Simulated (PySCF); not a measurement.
Ranking problems on computed properties.

Species are written as SMILES; each is one conformer at its optimised geometry, gas phase, non-relativistic unless stated; the electronic structure was computed with PySCF and density fitting.

The conformers computed, where there is a choice (atom-mapped SMILES and torsion angles):
- `[N:1]#[C:2][SiH2:3][CH2:4][SiH:5]([NH2:6])[NH2:7]`: C2–Si3–C4–Si5 -56°, Si3–C4–Si5–N6 57°, H–N6–Si5–C4 -71°, H–N6–Si5–C4 63°, H–N7–Si5–C4 -57°, H–N7–Si5–C4 169°
- `[F:1][CH:2]([F:3])[CH2:4][n:5]1[cH:6][cH:7][cH:8][cH:9]1`: F1–C2–C4–N5 78°, C2–C4–N5–C6 95°
- `[N:1]#[C:2][SiH2:3][CH2:4][NH:5][SiH2:6][NH2:7]`: C2–Si3–C4–N5 180°, Si3–C4–N5–Si6 152°, C4–N5–Si6–N7 178°, H–N7–Si6–N5 -177°, H–N7–Si6–N5 50°
- `[CH3:1][NH:2][Si@H:3]([NH2:4])[SiH2:5][C:6]#[N:7]`: C1–N2–Si3–N4 178°, N2–Si3–Si5–C6 -179°, H–N4–Si3–N2 49°, H–N4–Si3–N2 -176°
- `[CH2:1]=[CH:2][CH2:3][C@@H:4]([CH3:5])[SiH2:6][Cl:7]`: C1–C2–C3–C4 -111°, C2–C3–C4–C5 -65°, C3–C4–Si6–Cl7 53°
- `[N:1]#[C:2][CH2:3][Si@H:4]([NH2:5])[NH:6][SiH3:7]`: C2–C3–Si4–N5 -56°, C3–Si4–N6–Si7 -74°, H–N5–Si4–C3 -178°, H–N5–Si4–C3 45°

The conformers of `N#C[C@@H]1C[C@H](F)C[C@@H]1F`, `N#C[C@@]1(F)CC[C@@H](F)C1` and `N#CCP1C=CCC1` aren't listed.

**Question.** Rank by dipole moment, lowest first (CAM-B3LYP/def2-SVPD at GFN2-xTB geometries).
A. `Cc1cncpc1C`
B. `N#C[SiH2]C[SiH](N)N`
C. `FC(F)CN1C=CC=C1`
D. `Cc1cpcnc1C`

**Answer.** C (1.38 D), D (2.48 D), A (2.82 D), B (4.03 D).

**Question.** By how much do the two ends of that ranking differ?

**Answer.** By 2.65 D, between `N#C[SiH2]C[SiH](N)N` and `FC(F)Cn1cccc1`.

**Question.** Rank by HOMO–LUMO gap, lowest first (CAM-B3LYP/def2-SVPD at GFN2-xTB geometries).
A. `N#C[SiH2]CN[SiH2]N`
B. `N#C[C@@]1(F)CC[C@@H](F)C1`
C. `N#CCP1C=CCC1`
D. `N#C[C@@H]1C[C@H](F)C[C@@H]1F`

**Answer.** C (8.71 eV), A (8.98 eV), D (11.52 eV), B (11.88 eV).

**Question.** By how much do the two ends of that ranking differ?

**Answer.** By 3.17 eV, between `N#C[C@@]1(F)CC[C@@H](F)C1` and `N#CCP1C=CCC1`.

**Question.** Rank by lowest triplet excitation (Tamm–Dancoff), highest first (TDA CAM-B3LYP/def2-SVPD at GFN2-xTB geometries).
A. `N#C[SiH2]C[SiH](N)N`
B. `N#CCP1C=CCC1`
C. `N#C[C@@]1(F)CC[C@@H](F)C1`
D. `CC1=C(C)N=CP=C1`
E. `C=CC[C@@H](C)[SiH2]Cl`
F. `N#C[SiH2]CN[SiH2]N`
G. `N([Si@H](N)[SiH2]C#N)C`
H. `N#C[C@@H]1C[C@H](F)C[C@@H]1F`

**Answer.** H (6.47 eV), C (6.36 eV), A (5.99 eV), F (5.60 eV), G (5.02 eV), E (4.45 eV), B (4.10 eV), D (3.13 eV).

**Question.** Rank by electronic spatial extent ⟨r²⟩ about the centre of nuclear charge, highest first (CAM-B3LYP/def2-SVPD at GFN2-xTB geometries).
A. `CC1=CN=CP=C1C`
B. `N#CC[Si@H](N)N[SiH3]`
C. `CN[Si@H](N)[SiH2]C#N`
D. `C=CC[C@@H](C)[SiH2]Cl`
E. `c1pcnc(c1C)C`
F. `N#C[SiH2]C[SiH](N)N`

**Answer.** B (1530 bohr²), C (1503 bohr²), D (1302 bohr²), F (1259 bohr²), E (1115 bohr²), A (1078 bohr²).

**Question.** Rank by static isotropic polarisability, highest first (CAM-B3LYP/def2-SVPD at GFN2-xTB geometries).
A. `FC(F)CN1C=CC=C1`
B. `N#C[SiH2]CN[SiH2]N`
C. `c1(C)cpcnc1C`
D. `N#C[C@@]1(F)CC[C@@H](F)C1`

**Answer.** C (101.3 au), B (95.4 au), A (76.5 au), D (70.7 au).

**Question.** By how much do the two ends of that ranking differ?

**Answer.** By 30.6 au, between `Cc1cpcnc1C` and `N#C[C@@]1(F)CC[C@@H](F)C1`.

**Question.** Rank by smallest rotational constant, highest first (GFN2-xTB).
A. `FC(F)Cn1cccc1`
B. `Cc1cpcnc1C`
C. `N#C[SiH2]CN[SiH2]N`
D. `N#CC[Si@H](N)N[SiH3]`
E. `[C@@H](C)(CC=C)[SiH2]Cl`

**Answer.** B (1.044 GHz), E (0.958 GHz), A (0.837 GHz), D (0.732 GHz), C (0.533 GHz).

**Question.** Give the two extremes of that set in cm⁻¹.

**Answer.** `N#C[SiH2]CN[SiH2]N`: 0.0178 cm⁻¹; `Cc1cpcnc1C`: 0.0348 cm⁻¹.
